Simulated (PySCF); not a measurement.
Computed IR spectrum (relative IR intensity) of a molecule C2H7ClO2Si. The structure is a stationary point at PBE0-D3(BJ)/def2-SVP. The values are those of a single conformer. Computed with PBE0-D3(BJ)/def2-SVP in PySCF 2.14.0. Frequencies are harmonic and unscaled.

| ν (cm⁻¹) | relative intensity |
|---|---|
| 80 | 2.6 |
| 167 | 6.2 |
| 184 | 15 |
| 221 | 14 |
| 277 | 22 |
| 318 | 53 |
| 379 | 100 |
| 471 | 44 |
| 541 | 44 |
| 690 | 38 |
| 730 | 2.1 |
| 768 | 83 |
| 852 | 77 |
| 856 | 90 |
| 929 | 63 |
| 952 | 50 |
| 974 | 18 |
| 1116 | 4.1 |
| 1145 | 67 |
| 1211 | 32 |
| 1290 | 8.7 |
| 1415 | 28 |
| 1419 | 7.1 |
| 2269 | 75 |
| 3018 | 50 |
| 3109 | 10.0 |
| 3129 | 5.7 |
| 3861 | 24 |
| 3931 | 78 |

### Question
Pick the molecule that these values belong to.
(A) OCC[Si@H](O)Cl
(B) CC[Si](O)(O)Cl
(C) CO[Si@H](Cl)CO
(D) CO[SiH](Cl)OC

### Answer
A, OCC[Si@H](O)Cl
